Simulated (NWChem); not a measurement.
System: CH₄MgO; SMILES [CH3][Mg][OH]

Here is an NWChem input.

```
start job
memory heap 200 mb stack 900 mb global 1100 mb
geometry units angstroms noautosym nocenter noautoz
  Mg     0.315562     0.172638    -0.000126
  C      0.292582    -1.920996    -0.000083
  H      1.197392    -2.340407    -0.488957
  H     -0.589254    -2.322247    -0.543192
  H      0.257020    -2.331167     1.031409
  O      0.465856     1.961352     0.001926
  H      0.110640     2.856527    -0.002298
end
basis spherical
  Mg library 6-31g*
  C library 6-31g*
  H library 6-31g*
  O library 6-31g*
end
dft
  xc hfexch
  iterations 150
end
property
  efieldgrad
end
task dft property
```

Excerpt of the output:

```
             Northwest Computational Chemistry Package (NWChem) 7.3.0
             --------------------------------------------------------

                             Geometry "geometry" -> ""
                             -------------------------

 Output coordinates in angstroms (scale by  1.889725989 to convert to a.u.)

  No.       Tag          Charge          X              Y              Z
 ---- ---------------- ---------- -------------- -------------- --------------
    1 Mg                  12.0000     0.31556200     0.17263800    -0.00012600
    2 C                    6.0000     0.29258200    -1.92099600    -0.00008300
    3 H                    1.0000     1.19739200    -2.34040700    -0.48895700
    4 H                    1.0000    -0.58925400    -2.32224700    -0.54319200
    5 H                    1.0000     0.25702000    -2.33116700     1.03140900
    6 O                    8.0000     0.46585600     1.96135200     0.00192600
    7 H                    1.0000     0.11064000     2.85652700    -0.00229800

 Effective nuclear repulsion energy (a.u.)      80.1258184106

  xc_inp: hfexch multiplicative factor not found.
                              NWChem Property Module
                              ----------------------

  itol2e modified to match energy
  convergence criterion.

                                 NWChem DFT Module
                                 -----------------

 Summary of "ao basis" -> "ao basis" (spherical)
 ------------------------------------------------------------------------------
       Tag                 Description            Shells   Functions and Types
 ---------------- ------------------------------  ------  ---------------------
 Mg                          6-31g*                  8       18   4s3p1d
 C                           6-31g*                  6       14   3s2p1d
 H                           6-31g*                  2        2   2s
 O                           6-31g*                  6       14   3s2p1d

  itol2e modified to match energy
  convergence criterion.

[...]

          -----------------------
          Electric field gradient
          -----------------------

 1 a.u. = 0.324123 10**(16) esu/cm**3  ( or statvolts/cm**2 ) = 0.97174 10**(22) v/m**2

 ------------------------------------------------------------
   Atom      X         Y         Z
 ------------------------------------------------------------
    1 Mg   0.59633   0.32624  -0.00024
 ------------------------------------------------------------

 Electric field gradient in molecular frame (a.u.)
         XX             YY             ZZ             XY             XZ             YZ
 ------------------------------------------------------------------------------------------
       -0.444203       0.867745      -0.423542       0.004609      -0.000240       0.000011

 Principal components (a.u.) and orientation
 of principal axis w.r.t. absolute frame                      Asymmetry parameter eta
 --------------------------------------------------------------------------------------
        0.867761      -0.444222      -0.423539                       0.023835

        0.003513       0.999926      -0.011626
        0.999994      -0.003513       0.000033
        0.000008       0.011626       0.999932

 ------------------------------------------------------------
   Atom      X         Y         Z
 ------------------------------------------------------------
    2 C    0.55290  -3.63016  -0.00016
 ------------------------------------------------------------

 Electric field gradient in molecular frame (a.u.)
         XX             YY             ZZ             XY             XZ             YZ
 ------------------------------------------------------------------------------------------
       -0.084826       0.169544      -0.084718       0.003119      -0.000756       0.000094

 Principal components (a.u.) and orientation
 of principal axis w.r.t. absolute frame                      Asymmetry parameter eta
 --------------------------------------------------------------------------------------
        0.169582      -0.085552      -0.084031                       0.008970

        0.012258       0.740113      -0.672370
        0.999925      -0.009298       0.007996
        0.000334       0.672418       0.740172

 ------------------------------------------------------------
   Atom      X         Y         Z
 ------------------------------------------------------------
    3 H    2.26274  -4.42273  -0.92399
 ------------------------------------------------------------

 Electric field gradient in molecular frame (a.u.)
         XX             YY             ZZ             XY             XZ             YZ
 ------------------------------------------------------------------------------------------
       -0.145247       0.091869       0.053378       0.133280       0.151683      -0.071901

 Principal components (a.u.) and orientation
 of principal axis w.r.t. absolute frame                      Asymmetry parameter eta
 --------------------------------------------------------------------------------------
       -0.287663       0.152295       0.135368                       0.058845

        0.817119       0.329261       0.473185
       -0.370600       0.928771      -0.006307
       -0.441558      -0.170209       0.880940

 ------------------------------------------------------------
   Atom      X         Y         Z
 ------------------------------------------------------------
    4 H   -1.11353  -4.38841  -1.02648
 ------------------------------------------------------------

[...]
```

Level: Hartree-Fock/6-31G* (spherical d). Coordinates come from a PBE-D3(BJ)/def2-SVP optimisation. NWChem prints the field gradient with the sign opposite to the second derivative of the potential.
